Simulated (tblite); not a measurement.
C₈H₁₈GaN.
Structure used (GFN2-xTB), in Å, numbered top down from 1:
```
atom  x, y, z in Å
C1     3.6878   -0.6258   -0.0934
C2     2.5670   -0.5060   -0.7790
C3     1.2334   -1.0061   -0.3190
C4     0.2104    0.1380   -0.2620
C5     0.5259    1.1140    0.8753
C6    -0.4324    2.3144    0.8258
Ga7   -2.2313    1.5154    0.3375
N8    -1.1975   -0.3002   -0.1592
C9    -1.4227   -1.2860    0.8909
C10   -1.7034   -0.8195   -1.4235
H11    3.7141   -1.1032    0.8726
H12    4.6266   -0.2563   -0.4683
H13    2.5682   -0.0204   -1.7466
H14    1.3388   -1.4677    0.6644
H15    0.8921   -1.7672   -1.0277
H16    0.2667    0.7099   -1.1987
H17    0.4337    0.6002    1.8358
H18    1.5694    1.4287    0.7768
H19   -0.0939    3.0011    0.0359
H20   -0.3549    2.8765    1.7623
H21   -3.2740    1.0049    1.3782
H22   -2.9047    1.8973   -1.0175
H23   -1.0618   -0.8978    1.8427
H24   -2.4981   -1.4503    0.9834
H25   -0.9347   -2.2410    0.6735
H26   -1.2213   -1.7602   -1.7113
H27   -2.7781   -0.9881   -1.3270
H28   -1.5464   -0.0773   -2.2075
```

Level: GFN2-xTB in tblite, geometry and Hessian alike; calculated harmonic values, unscaled, isolated species. The method is semi-empirical: single wavenumbers can be off by several per cent or more. Modes of hydrogen on gallium can be 10 to 20 % off. One conformer, not necessarily the lowest.

Harmonic wavenumbers (cm⁻¹): 38.9, 59.5, 70.2, 123.6, 155.1, 183.2, 214.2, 217.6, 247.0, 264.3, 288.8, 323.5, 337.7, 414.9, 436.9, 447.9, 463.4, 500.5, 531.3, 570.6, 595.0, 626.4, 664.4, 748.8, 809.6, 872.5, 902.1, 938.0, 946.4, 991.3, 1022.0, 1025.2, 1032.3, 1054.5, 1068.4, 1077.1, 1096.8, 1123.0, 1157.1, 1182.4, 1198.5, 1221.4, 1240.9, 1256.1, 1271.0, 1292.7, 1311.3, 1335.8, 1349.8, 1404.0, 1415.5, 1423.0, 1460.1, 1463.7, 1466.4, 1478.0, 1481.1, 1484.5, 1500.0, 1625.8, 1691.5, 1720.7, 2864.8, 2887.7, 2925.8, 2929.7, 2939.1, 2941.6, 2946.7, 2960.2, 2977.8, 2984.0, 2988.1, 2993.1, 3010.8, 3054.5, 3100.4, 3130.4.

A = 1713, B = 580.8, C = 493.6 MHz; mass 197.069 u (most abundant isotopes); point group C1, symmetry number 1.

Task: Zero-point energy?

Result: Half the sum of the wavenumbers: 51774 cm⁻¹ = 148.03 kcal/mol.

Task: Give the ideal-gas entropy at 298.15 K and 1 bar in the rigid-rotor, harmonic-oscillator model (classical rotation).

Result: Translation 41.77, rotation 30.86, vibration 41.71: S = 114.3 cal/(mol K).

Task: And Cp and H(298.15 K) − H(0)?

Result: Cp = 52.71 cal/(mol K), of which vibrations give 44.76 (their classical limit is 78 R = 155.0); H(298.15 K) − H(0) = 9.02 kcal/mol without the zero-point energy, 6.65 from vibrations.

Task: Blend soft modes into free rotors: weight 1/[1 + (100 cm⁻¹/ν̃)⁴] for the oscillator and the rest for a rotor with moment μB/(μ + B), μ = h/(8π²ν), B = 10⁻⁴⁴ kg m². What vibrational entropy results?

Result: 38.38 cal/(mol K) in place of 41.71, which changes −T·S at 298.15 K by +0.99 kcal/mol.

Task: What must be added to the electronic energy to get the Gibbs energy at 298.15 K and 1 bar?

Result: ZPE + [H(298.15 K) − H(0)] − T·S = 148.03 + 9.02 − 34.09 = 122.96 kcal/mol.

Hindered rotation and anharmonicity are outside this model. Other conformers, if any are populated, would add a mixing term that is left out. The structure is chiral; the term R ln 2 for an equal mix with its mirror image is left out.
